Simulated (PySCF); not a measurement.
C6H9NO.
Z-matrix (Å and degrees, GFN2-xTB geometry), rows numbered from 1:
```
C 
N   1  1.4467
C   2  1.3457  1  119.92
O   3  1.2076  2  125.34  1     3.66
C   2  1.4281  1  116.78  3  -174.97
C   5  1.4975  2  120.07  1  -142.04
C   6  1.4962  5   95.98  2   158.25
C   6  1.4843  5   60.59  2   107.54
H   1  1.0883  2  107.58  3    -4.36
H   1  1.0907  2  110.53  3  -124.17
H   1  1.0922  2  110.43  3   115.12
H   3  1.1042  2  112.00  1  -176.33
H   5  1.0931  2  112.82  1    70.80
H   6  1.0673  5  132.20  8  -125.47
H   7  1.0843  6  119.06  8   108.47
H   7  1.0817  6  117.53  8  -107.44
H   8  1.0674  5  131.83  6   125.10
```

NICS is the negative of the GIAO shielding at a point without a nucleus: at the ring centre (0) and 1 Å above and below it (1); zz is the component along the ring normal. Level: GIAO PBE0/pcSseg-1 (PySCF, non-relativistic, gas phase) on the GFN2-xTB geometry, one conformer.

Ring bond lengths (Å), with Mayer bond orders in brackets: C5–C6 1.497 (0.98), C6–C8 1.484 (0.80), C8–C5 1.504 (0.95); C6–C7 1.496 (0.98), C7–C8 1.494 (0.98), C8–C6 1.484 (0.80).

Question: Give the NICS values of each ring in ppm.

Answer: 
```tsv
ring	type	NICS(0)	NICS(1), two faces	NICS(1)zz, two faces	rms pucker (Å)	centre to ring atoms, mean (Å)
C5–C6–C8	3-membered carbocycle; formal bonds all single	-45.2	-16.2 / -7.0	-22.9 / -18.8	0.00	0.86
C6–C7–C8	3-membered carbocycle; formal bonds all single	-46.6	-8.1 / -16.2	-23.1 / -22.7	0.00	0.86
```

Question: What do they say, and how far can they be read as aromaticity?

Answer: 
- C5–C6–C8: mean NICS(1)zz -20.9 ppm, shielded. C5, C6, C8 have four or more neighbours, so the value isn't read as a sign of a π ring current. The two faces differ by 4.1 ppm, so no symmetry operation interchanges them. NICS(0) lies 34 ppm below the mean NICS(1).
- C6–C7–C8: mean NICS(1)zz -22.9 ppm, shielded. C6, C7, C8 have four or more neighbours, so the value isn't read as a sign of a π ring current. NICS(0) lies 34 ppm below the mean NICS(1).

Question: At the second NICS(1) probe listed for ring C5–C6–C8, 1 Å off the ring, how large is the induced field along the normal in 1 T applied along it?

Answer: NICSzz × B0 = -18.8 ppm × 1 T = -19 μT, against the applied field.

Question: What are the shieldings of the ring atoms and their hydrogens in the same run (means over atoms taken as equivalent)?

Answer: 
```
   atoms                    environment  σ isotropic (ppm)
      C5   sp3 carbon bound to nitrogen              132.3
 C6 (×2)  sp3 carbon at a ring junction              182.2
      C7     three-membered-ring carbon              165.0
     H13               methine hydrogen              29.87
H14 (×2)               methine hydrogen              29.55
     H15             methylene hydrogen              31.51
     H16             methylene hydrogen              30.50
```

The run took 38 s of wall time on x86-64 server, one thread, no GPU, shared host. This is the whole shielding run at PBE0/pcSseg-1, SCF included.
